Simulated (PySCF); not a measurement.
# How methods differ on the ionisation energy of Er⁶³⁺

Er⁶³⁺ [He] 2s2 2p1 [2p1/2^1, M_J = 1/2] → Er⁶⁴⁺ [He] 2s2, as a difference of total energies. Calculation: PySCF 2.14, in an even-tempered Gaussian basis (17 s from 47 bohr⁻², ratio 2.4; 13 p from 60 bohr⁻², ratio 2.4; 5 d from 190 bohr⁻², ratio 2.6; 4 f from 290 bohr⁻², ratio 2.6); the two-component X2C-1e Hamiltonian. Correlated levels: nothing frozen; the 30 highest virtual spinors dropped. "Screened" scales the spin-orbit matrix elements by Boettger's factors to mimic the two-electron term; Breit and QED terms are absent.

| method | ionisation energy (eV) |
| --- | --- |
| GHF (spin-free) | 14814.9 |
| GMP2 (spin-free) | 14814.5 |
| GHF (screened spin-orbit) | 15528.5 |
| GMP2 (screened spin-orbit) | 15526.2 |

**Question.** How much does correlation contribute at GMP2 (screened spin-orbit)?

**Answer.** 15526.2 − (15528.5) = -2.3 eV, measured against GHF (screened spin-orbit).

For this ion Breit and QED terms and the two-electron picture change, all absent here, outweigh the correlation shift from GHF to GMP2.

The spin-free rows lack the spin-orbit shift.

For comparison: 15511 ± 19 eV (theoretical estimate listed by NIST; NIST Atomic Spectra Database, ionization energies).
